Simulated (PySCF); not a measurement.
# Be+ (beryllium, charge +1) across methods

[He] 3d1, 2D determinant (an excited configuration). Computed with PySCF 2.14 in aug-cc-pV5Z (7s6p5d4f3g2h, 127 functions), with no relativity, point nucleus.

```tsv
method	E (hartree)	mean ε 1s β (eV)	mean ε 1s α (eV)	mean ε 3d α (eV)	Σ⟨r²⟩ (bohr²)	⟨S²⟩
B97-3	-13.9118	-132.39	-132.39	-5.415	29.93	0.750
PBE0	-13.8703	-131.72	-131.72	-5.332	29.87	0.750
PBE	-13.8669	-125.97	-125.97	-5.030	29.29	0.750
r2SCAN	-13.8940	-128.36	-128.36	-4.899	30.24	0.750
HSE06	-13.8738	-131.33	-131.33	-5.026	29.93	0.750
LC-wPBE	-13.8569	-132.10	-132.10	-6.323	30.23	0.750
LDA	-13.6811	-124.66	-124.66	-4.802	30.55	0.750
UHF	-13.83241	-148.15	-148.15	-6.017	31.16	0.750
```

The outer electron is Rydberg-like, and this basis confines it to a smaller radius and binds it less than a complete one would.
